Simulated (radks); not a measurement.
The numbers below are computed, except where a source is named.
Q: These are the eigenvalues of the occupied orbitals of an atom or ion with whole-number occupations (hartree). Level of theory: scalar-relativistic Kohn-Sham, PBEsol, spin-unpolarised, spherical densities, finite nucleus; Fermi nuclear charge, rms radius of each element as measured or else 0.836 A^(1/3) + 0.57 fm (a radial shooting solver on a logarithmic mesh with Libxc functionals).

| orbital | eigenvalue |
|---|---|
| 1s | -3144.607 |
| 2s | -560.4967 |
| 2p | -482.4270 |
| 3s | -134.2841 |
| 3p | -111.8019 |
| 3d | -88.44409 |
| 4s | -30.46757 |
| 4p | -23.09375 |
| 4d | -14.43527 |
| 5s | -5.47076 |
| 4f | -4.85177 |
| 5p | -3.45592 |
| 5d | -1.21994 |
| 6s | -0.93388 |

Which element is it, and in what charge state? The configuration may be excited.

A: Z = 81, thallium, charge +2: Tl2+ in [Xe] 4f14 5d10 6s1. The list shows which subshells hold electrons but not how many an open one holds; the 1s level, -3144.6 hartree, gives Z - s = 79.3 by -(Z - s)^2/2, which with screening and relativity narrows Z to a few neighbours, and the depths of the outer levels then fix element, charge and occupations together.
